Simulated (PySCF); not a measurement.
These are PBE-D3(BJ)/def2-TZVP // B3LYP-D3(BJ)/def2-TZVP (PySCF) values and carry that method's errors. Isolated molecules, 0 K electronic values unless said otherwise. One relaxed conformer stands for a flexible species; it need not be the lowest. Excitations are Tamm–Dancoff values on a coarser integration grid. The basis has no diffuse functions, so Rydberg states are missing or too high.

Reference species (SMILES): `[Cl][In]([Cl])[Cl]` (neutral, multiplicity 1).

```
Property                Value
-------------------  --------
S1–T1 gap (TDA)       0.30 eV
T1 excitation (TDA)   3.93 eV
S1 excitation (TDA)   4.22 eV
HOMO                 -8.01 eV
```

After one change: the S1–T1 gap (TDA) rises by 0.16 eV; the T1 excitation (TDA) falls by 0.30 eV; the S1 excitation (TDA) falls by 0.14 eV; the HOMO rises by 1.89 eV.

Q: Which change was made? The new species is one of these.
A) `[NH2][In]([NH2])[Cl]`
B) `[NH2][In]([Cl])[Cl]`
C) `[NH2][In]([NH2])[NH2]`

A: A, `[NH2][In]([NH2])[Cl]`
